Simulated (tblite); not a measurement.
Species: C6H7N (charge +1 and doublet state).
Atom-mapped SMILES: `[CH2+:1][CH:2][C:3]1([C:4]#[N:5])[CH2:6][CH2:7]1` (hydrogens: H8, H9 on C1; H10 on C2; H11, H12 on C6; H13, H14 on C7)

Computed geometry: GFN2-xTB, gas phase. This method treats the open shell by occupation alone, without spin polarisation.

Task: What internal coordinates does the optimisation give?

Result: 
```json
{"bond": "C1–C2", "length (bohr)": "2.568"}
{"bond": "C2–C3", "length (bohr)": "2.716"}
{"bond": "C3–C4", "length (bohr)": "2.687"}
{"bond": "C4≡N5", "length (bohr)": "2.162"}
{"bond": "C3–C6, C3–C7", "length (bohr)": "2.984"}
{"bond": "C6–C7", "length (bohr)": "2.737"}
{"bond": "C1–H8", "length (bohr)": "2.043"}
{"bond": "C1–H9", "length (bohr)": "2.040"}
{"bond": "C2–H10", "length (bohr)": "2.051"}
{"bond": "C6–H11, C7–H13", "length (bohr)": "2.047"}
{"bond": "C6–H12, C7–H14", "length (bohr)": "2.045"}
```

Bonds in one row agree within 0.02 bohr and their mean is given. A selection of angles:
```json
{"angle": "C2–C1–H8", "degrees": "122.2"}
{"angle": "C2–C1–H9", "degrees": "120.8"}
{"angle": "H8–C1–H9", "degrees": "117.0"}
{"angle": "C1–C2–C3", "degrees": "124.5"}
{"angle": "C1–C2–H10", "degrees": "119.5"}
{"angle": "C3–C2–H10", "degrees": "115.9"}
{"angle": "C2–C3–C4", "degrees": "118.6"}
{"angle": "C2–C3–C6", "degrees": "120.3"}
{"angle": "C2–C3–C7", "degrees": "117.1"}
{"angle": "C4–C3–C6", "degrees": "114.0"}
{"angle": "C4–C3–C7", "degrees": "116.4"}
{"angle": "C6–C3–C7", "degrees": "54.6"}
{"angle": "C3–C4–N5", "degrees": "175.8"}
{"angle": "C3–C6–C7", "degrees": "62.6"}
{"angle": "C3–C6–H11", "degrees": "113.6"}
{"angle": "C3–C6–H12", "degrees": "114.2"}
{"angle": "C7–C6–H11", "degrees": "119.9"}
{"angle": "C7–C6–H12", "degrees": "120.2"}
{"angle": "H11–C6–H12", "degrees": "114.8"}
{"angle": "C3–C7–H14", "degrees": "114.9"}
```

Dihedral angles: C1–C2–C3–C4 -1° (synperiplanar); C2–C3–C6–C7 -103° (anticlinal); C2–C3–C7–C6 109° (anticlinal). The mirror-image conformer, all signs reversed, is as good.

Of the pairs four or more bonds apart, C4···H8 is among the closest relative to their van der Waals radii: 2.62 Å, 90 % of the sum of Bondi's values. C2 (carbon bonded to 2 C and H) is planar (angles 124.5°, 119.5° and 115.9°, sum 360.0°, 0.00 Å off the plane of its three neighbours). The C–C distances run from 1.359 Å (C1–C2, drawn single) to 1.580 Å (C3–C6, drawn single), a spread of 0.221 Å. C1 (carbon bonded to C and 2 H) is planar (angles 122.2°, 120.8° and 117.0°, sum 360.0°, 0.00 Å off the plane of its three neighbours). The 3-membered ring C3–C6–C7 has internal angles of 54.6° to 62.8°.

Point group: near Cs, missed by 0.25 Å at most; the miss may be what the optimiser left on a soft mode. Its GFN2-xTB frequencies are all real (lowest 101 cm⁻¹). Torsions: H–C1–C2–C3 -7° and 174°, C1–C2–C3–C4 -1°.
